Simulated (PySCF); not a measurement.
Isomers of C2H2BN. Isolated molecules, 0 K electronic values unless said otherwise. Strings in code marks are SMILES.

Quantity: electronic energy of isomers of C2H2BN relative to `C#CB=N`, in kcal/mol.

A: `B=NC#C`
B: `C=BC#N`
C: `B=CC#N`
D: `B=C=C=N`

### Question
Rank these by electronic energy of isomers of C2H2BN relative to `C#CB=N` (lowest first), as B3LYP-D3(BJ)/def2-TZVP (PySCF) gives it.

### Answer
A (14.1 kcal/mol), B (16.0 kcal/mol), C (25.9 kcal/mol), D (27.5 kcal/mol)
